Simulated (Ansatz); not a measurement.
Total energies of C12H16Hf, SMILES `C[C@@]12[C@H]3[C@H]4[C@H]5[C@@H]1[HfH2]45321678[C@@H]2[C@H]1[C@H]6[C@@]7(C)[C@@H]28`.

Z-matrix (Å, degrees):
```
Hf
C 1 2.536
C 1 2.500 2 54.3
C 1 2.487 2 112.4 3 -109.0
C 1 2.517 2 154.4 3 -161.3
C 1 2.488 2 32.6 3 -78.3
C 1 2.536 2 143.9 3 -98.0
C 1 2.500 2 122.2 3 -170.2
C 1 2.465 2 54.7 3 -40.9
C 1 2.517 2 32.5 3 36.7
C 1 2.465 2 101.7 3 -142.0
H 1 1.864 2 125.3 3 25.4
H 1 1.864 2 78.4 3 126.2
C 2 1.491 1 122.1 3 -159.4
H 3 1.078 1 118.0 2 159.6
H 4 1.081 1 118.8 2 45.2
H 5 1.081 1 118.2 2 -136.3
H 6 1.081 1 118.8 2 -122.7
C 7 1.491 1 122.2 2 103.2
H 8 1.078 1 118.0 2 -64.1
H 9 1.080 1 117.8 2 -159.6
H 10 1.081 1 118.2 2 121.8
H 11 1.080 1 117.8 2 -9.6
H 14 1.092 2 111.5 1 -60.5
H 14 1.095 2 110.4 1 -179.9
H 14 1.090 2 111.1 1 60.0
H 19 1.091 7 111.5 1 -59.9
H 19 1.094 7 110.4 1 -179.4
H 19 1.090 7 111.1 1 60.6
```

Total charge 0; spin multiplicity 1. Correlated methods include outer-core shells of Hf, which these sets cover unevenly. Hf: def2 effective core potential. The geometry is a stationary point of PBE0-D4/def2-TZVP. Basis def2-TZVPP, Ansatz.

RPA on PBE orbitals: Hartree–Fock energy of these orbitals -511.27983 Eh, correlation -3.69476 Eh (frozen core).

```
             functional  energy without D4 (Eh)  D4 term (kJ/mol)
                 B97M-V              -515.20086                 –
                   PBE0              -514.56857             -76.1
                r2SCANh              -514.85903             -26.8
                r2SCAN0              -514.81010             -29.3
HSE06 (plane-wave form)              -514.53902             -71.5
                  BHLYP              -514.73110            -108.3
              CAM-B3LYP              -514.81360             -77.9
                ωB97M-V              -514.86339                 –
                 B2PLYP              -514.61121                 –
               PBE-QIDH              -514.43681                 –
```

Q: Give the same for LDA (SPW92), PBE, revPBE, BLYP, r2SCAN, B3LYP, LC-ωPBE, ωB97X-V. (Best estimate.)

A: The calculation gave: 
```json
{"functional": "LDA (SPW92)", "energy without D4 (Eh)": "-510.70140", "D4 term (kJ/mol)": "–"}
{"functional": "PBE", "energy without D4 (Eh)": "-514.52881", "D4 term (kJ/mol)": "-87.9"}
{"functional": "revPBE", "energy without D4 (Eh)": "-515.04506", "D4 term (kJ/mol)": "-247.7"}
{"functional": "BLYP", "energy without D4 (Eh)": "-514.85393", "D4 term (kJ/mol)": "-184.6"}
{"functional": "r2SCAN", "energy without D4 (Eh)": "-514.89346", "D4 term (kJ/mol)": "-25.4"}
{"functional": "B3LYP", "energy without D4 (Eh)": "-515.15736", "D4 term (kJ/mol)": "-138.4"}
{"functional": "LC-ωPBE", "energy without D4 (Eh)": "-514.84326", "D4 term (kJ/mol)": "–"}
{"functional": "ωB97X-V", "energy without D4 (Eh)": "-515.00317", "D4 term (kJ/mol)": "–"}
```

B3LYP takes the VWN-RPA correlation (the form of Gaussian; ORCA's B3LYP/G). HSE06 is the plane-wave form, built on full-range PBE exchange. The double hybrids freeze the cores in their second-order part.

LC-ωPBE has ω = 0.4 bohr⁻¹.
